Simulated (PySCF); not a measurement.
# Deuteron quadrupole couplings in `C=C/C(C)=P/P(C)C`

Species: C₆H₁₂P₂.
Z-matrix (Å and degrees, GFN2-xTB geometry), rows numbered from 1:
```
C 
C   1  1.3342
C   2  1.4429  1  126.02
C   3  1.4954  2  118.31  1    -2.44
P   3  1.7010  2  115.48  1   176.45
P   5  2.1910  3  103.28  2  -179.76
C   6  1.8619  5   98.05  3    90.48
C   6  1.8542  5   95.83  3  -170.56
H   1  1.0765  2  121.23  3   179.97
H   1  1.0764  2  122.69  3    -0.21
H   2  1.0836  1  119.02  3   179.59
H   4  1.0909  3  110.08  2    65.13
H   4  1.0886  3  111.32  2  -174.33
H   4  1.0900  3  109.96  2   -53.75
H   7  1.0884  6  109.24  5   -74.61
H   7  1.0891  6  111.40  5    46.43
H   7  1.0885  6  108.42  5   166.99
H   8  1.0891  6  111.70  5   -49.00
H   8  1.0891  6  108.71  5  -169.98
H   8  1.0887  6  108.81  5    71.87
```

Level: PBE0/pcSseg-1 (PySCF, non-relativistic); Q(2H) = 0.00286 b; rigid geometry, the same for H and D, with no vibrational averaging.

Question: Rank these positions by the coupling χzz of a deuteron there, largest first.
A. H13 (methyl hydrogen)
B. H18 (methyl hydrogen)
C. H9 (vinylic hydrogen)

Answer: C (227 kHz), B (210 kHz), A (203 kHz).

Question: Tabulate Vzz, the asymmetry η and χzz = 234.96 MHz × Q × Vzz for every hydrogen position.

Answer: 
```csv
atom,bonded to,bond length (Å),Vzz (au),η,χzz (kHz)
H9,C1,1.076,0.3376,0.05,227
H10,C1,1.076,0.3369,0.05,226
H11,C2,1.084,0.3161,0.08,212
H12,C4,1.091,0.3094,0.02,208
H13,C4,1.089,0.3020,0.05,203
H14,C4,1.090,0.3096,0.02,208
H15,C7,1.088,0.3165,0.02,213
H16,C7,1.089,0.3129,0.01,210
H17,C7,1.089,0.3168,0.01,213
H18,C8,1.089,0.3128,0.01,210
H19,C8,1.089,0.3156,0.01,212
H20,C8,1.089,0.3150,0.02,212
```

Question: How does χzz go with the bond length over the 12 C–H bonds?

Answer: A straight-line fit has a slope of -12.7 kHz for each 0.01 Å, with a correlation coefficient of -0.91, over lengths from 1.076 to 1.091 Å. The longer bonds have the smaller couplings here.

Question: A static deuteron (I = 1) shows a doublet split by (3/2)χ, (3/4)χ(1 + η) and (3/4)χ(1 − η) with the field along z, y and x of the gradient. What are these for H18?

Answer: With |χ| = 210.2 kHz and η = 0.011: 315, 159 and 156 kHz, to first order and without motion.

The structure is a single GFN2-xTB conformer in the gas phase; no vibrational or solvent corrections. GFN2-xTB bond lengths can be off by several hundredths of an ångström, more for odd bonds, and the gradients follow them. The basis is small and wasn't made for field gradients, so the couplings can be 20 % off.
